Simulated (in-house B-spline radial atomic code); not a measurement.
Configurations of Ru IV (Ru3+), with energies counted from [Kr] 4d5. Level of theory: scalar-relativistic (X2C) CAM-B3LYP, spin-polarised, spherical fractional occupations, exact exchange averaged over the configuration, Fermi nucleus of rms radius 4.4809 fm; calculated with an all-electron radial atomic-structure program (B-spline basis). Shells without spins written out take the highest spin.

Occupations are held fixed; configurations that lie above the ionisation limit could autoionise.

| configuration | E - E(ref) (eV) | highest orbital | its <r> (bohr) |
| --- | --- | --- | --- |
| [Kr] 4d4 5f1 | 35.555 | 5f up | 6.356 |
| [Ar] 3d10 4s2 4p5 4d5 5s1 | 50.319 | 5s up | 2.427 |
| [Ar] 3d9 4s2 4p6 4d5 5s1 | 290.81 | 5s up | 2.406 |
| [Ar] 3d9 4s2 4p6 4d5 5d1 | 308 | 5d up | 3.711 |
| [Ar] 3d9 4s2 4p6 4d5 4f1 | 311.22 | 4f up | 3.331 |

Order these further configurations by energy, lowest first.
A. [Kr] 4d4 4f1
B. [Kr] 4d4 5s1
C. [Ar] 3d10 4s2 4p5 4d5 5p1
D. [Ar] 3d9 4s2 4p6 4d5 5p1
E. [Ar] 3d10 4s2 4p5 4d5 4f1

B (10.306 eV), A (30.187 eV), C (57.65 eV), E (70.325 eV), D (298.18 eV).

How far above the reference does [Ar] 3d10 4s2 4p5 4d5 5d1 lie?

67.414 eV; its least bound orbital is 5d up with <r> = 3.762 bohr.
